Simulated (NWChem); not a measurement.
# Correlation energy of BF

```
B
F 1 1.2635
```
Charge 0, spin multiplicity 1.

The numbers come from NWChem runs, not from measurements. Structure: optimised with B3LYP/def2-SVP, a minimum by its harmonic frequencies.

Basis set: def2-SVP. Each correlation energy counts from its own Hartree-Fock reference.

The correlated methods keep 2 core orbitals frozen. The structure started from a generated list of species. No row is a measurement; the coupled-cluster row has its own basis-set and correlation limits.

Problem. One of these methods gave a correlation energy of -268.7 mHa. Which?
(A) SCS-MP2
(B) MP2
(C) CCSDT
(D) CCSD

Solution. C, CCSDT. The others give -262.5 (CCSD), -246.8 (MP2), -241.2 (SCS-MP2).
